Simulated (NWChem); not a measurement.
A series in which one site is exchanged, each optimised at PBE0/def2-SVP with NWChem, gas phase unless a solvent is named. This build's default masses of Se (78.918 u) and Br (79.917 u) are each other's, which moves their modes by up to 0.6 %. For some, no frequency run checked for a minimum. def2 effective core potentials on In; no spin-orbit coupling.

A: B[SeH] (BH3Se; site = B)
B: [AlH2][SeH] (AlH$_{3}$Se; site = Al)
C: [GaH2][SeH] (GaH3Se; site = Ga)
D: [SeH][InH2] (InH3Se; site = In)

| quantity | A | B | C | D |
|---|---|---|---|---|
| dipole (D), PBE0/def2-SVP | 0.80 | [?] | 0.97 | 1.42 |
| orbital gap (eV), PBE0/def2-SVP | 6.50 | [?] | 5.75 | 5.30 |
| lowest singlet excitation, PBE/def2-SVPD, TDA (eV) | 5.58 | [?] | 4.61 | 4.11 |

Complete the blanks.


- dipole (D), PBE0/def2-SVP, B: 0.88
- orbital gap (eV), PBE0/def2-SVP, B: 5.90
- lowest singlet excitation, PBE/def2-SVPD, TDA (eV), B: 4.72
